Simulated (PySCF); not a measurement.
SMILES [CH](C)([Zn][I])C (C₃H₇IZn), singlet, PBE0/def2-SVP optimised geometry.

```
12

Zn     0.60    -0.05     0.00
I      3.05    -0.05     0.00
C     -1.37    -0.06     0.00
C     -1.95     1.35     0.02
C     -1.93    -0.92     1.13
H     -1.64    -0.54    -0.96
H     -3.05     1.33    -0.03
H     -1.68     1.89     0.94
H     -1.60     1.96    -0.83
H     -1.56    -1.96     1.09
H     -3.03    -0.97     1.09
H     -1.67    -0.52     2.12
```

Density from PBE0/def2-TZVP, def2 effective core potentials past Kr (PySCF 2.14.0) at that geometry. The core electrons that the potentials of I replace are not part of the density.

Minimum of the electron density along straight lines between bonded atoms, close to the bond critical point (lines longer than 1.1 times the sum of covalent radii, or with two minima, are not listed):

```json
[
 {"bond": "Zn1–I2", "length / Å": "2.455", "ρ at the minimum / e bohr⁻³": "…", "∇²ρ there / e bohr⁻⁵": "…", "position (fraction from the first atom)": "0.43"},
 {"bond": "Zn1–C3", "length / Å": "1.968", "ρ at the minimum / e bohr⁻³": "0.111", "∇²ρ there / e bohr⁻⁵": "…", "position (fraction from the first atom)": "0.49"},
 {"bond": "C3–C4", "length / Å": "1.526", "ρ at the minimum / e bohr⁻³": "0.243", "∇²ρ there / e bohr⁻⁵": "-0.59", "position (fraction from the first atom)": "0.50"},
 {"bond": "C3–C5", "length / Å": "1.526", "ρ at the minimum / e bohr⁻³": "0.243", "∇²ρ there / e bohr⁻⁵": "-0.59", "position (fraction from the first atom)": "0.50"},
 {"bond": "C3–H6", "length / Å": "1.106", "ρ at the minimum / e bohr⁻³": "0.269", "∇²ρ there / e bohr⁻⁵": "-0.88", "position (fraction from the first atom)": "0.64"},
 {"bond": "C4–H7", "length / Å": "1.106", "ρ at the minimum / e bohr⁻³": "0.268", "∇²ρ there / e bohr⁻⁵": "-0.89", "position (fraction from the first atom)": "0.64"},
 {"bond": "C4–H8", "length / Å": "1.103", "ρ at the minimum / e bohr⁻³": "0.271", "∇²ρ there / e bohr⁻⁵": "-0.90", "position (fraction from the first atom)": "0.64"},
 {"bond": "C4–H9", "length / Å": "1.102", "ρ at the minimum / e bohr⁻³": "0.271", "∇²ρ there / e bohr⁻⁵": "-0.91", "position (fraction from the first atom)": "0.64"},
 {"bond": "C5–H10", "length / Å": "1.102", "ρ at the minimum / e bohr⁻³": "0.271", "∇²ρ there / e bohr⁻⁵": "-0.91", "position (fraction from the first atom)": "0.64"},
 {"bond": "C5–H11", "length / Å": "1.106", "ρ at the minimum / e bohr⁻³": "0.268", "∇²ρ there / e bohr⁻⁵": "-0.89", "position (fraction from the first atom)": "0.64"},
 {"bond": "C5–H12", "length / Å": "1.103", "ρ at the minimum / e bohr⁻³": "0.271", "∇²ρ there / e bohr⁻⁵": "-0.90", "position (fraction from the first atom)": "0.64"}
]
```

Task: Some entries are withheld; supply them.

Result: 
- Zn1–I2, ρ at the minimum / e bohr⁻³: 0.072
- Zn1–I2, ∇²ρ there / e bohr⁻⁵: 0.12
- Zn1–C3, ∇²ρ there / e bohr⁻⁵: 0.19
